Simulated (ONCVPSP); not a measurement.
# What one change does to a pseudopotential (Nb, ONCV)

```json
{
 "Element": "niobium (Nb)",
 "Generator": "ONCVPSP 4.0.1",
 "Type": "optimised norm-conserving Vanderbilt (ONCV)",
 "Functional": "BLYP",
 "Relativity": "scalar-relativistic",
 "Frozen core": "[Ar] 3d10",
 "Valence charge": "13",
 "Reference configuration": "4s2 4p6 4d4 5s1",
 "Partial waves": "4s+5s: rc 2.20 bohr, ncon 3, nbas 8, qcut 5.2 1/bohr, 2 projectors; 4p: rc 1.80 bohr, ncon 4, nbas 8, qcut 8.9 1/bohr, 2 projectors, debl 1.6 Ha; 4d: rc 2.65 bohr, ncon 4, nbas 8, qcut 6.4 1/bohr, 2 projectors, debl 0.8 Ha",
 "Local potential": "polynomial inside 1.75 bohr (lpopt 5, dvloc0 6 Ha)",
 "Core correction": "none"
}
```

Change: all radii scaled by about 0.80 (s 1.76, p 1.44, d 2.12 bohr); local potential polynomial inside 1.40 bohr (lpopt 5, dvloc0 6 Ha).

Cutoffs: the cutoffs (Ha) at which the residual kinetic energy of the hardest occupied pseudo-wave falls to 1 and 0.1 mHa per electron; they do not see the model core or the augmentation charge, which bear on the density cutoff. Errors are all-electron minus pseudo energies relative to the spin-unpolarised reference configuration.

Q: What does the change do?

A: The potential gets harder (20 Ha and 26 Ha → 28 Ha and 33 Ha); of the 3 tests that both files solve, the error grows in 0 and shrinks in 2 by more than 15 % and 0.3 meV (median size 1.7 → 1.0 meV); neither file shows a bound ghost. A smaller radius makes the pseudo-wave follow the all-electron one further in, where it bends more sharply, so more plane waves are needed.

| quantity | base | changed |
| --- | --- | --- |
| cutoff, loose | 20 Ha | 28 Ha |
| cutoff, tight | 26 Ha | 33 Ha |
| loose cutoff by channel | s 5.5 Ha, p 20 Ha, d 13 Ha | s 11 Ha, p 28 Ha, d 15 Ha |
| bound ghosts | none | none |
| GHOST(+) flags under 300 eV | none | none |
| tests with a reliable result | 3 of 4 | 3 of 4 |
| error for 4s2 4p6 4d4 5s0, meV [ΔE 6.67 eV] | -0.8 | -1.0 |
| error for 4s2 4p6 4d3 5s0, meV [ΔE 20.66 eV] | +1.7 | -0.4 |
| error for 4s1 4p6 4d4 5s1, meV [ΔE 63.90 eV] | -435 | -223 |
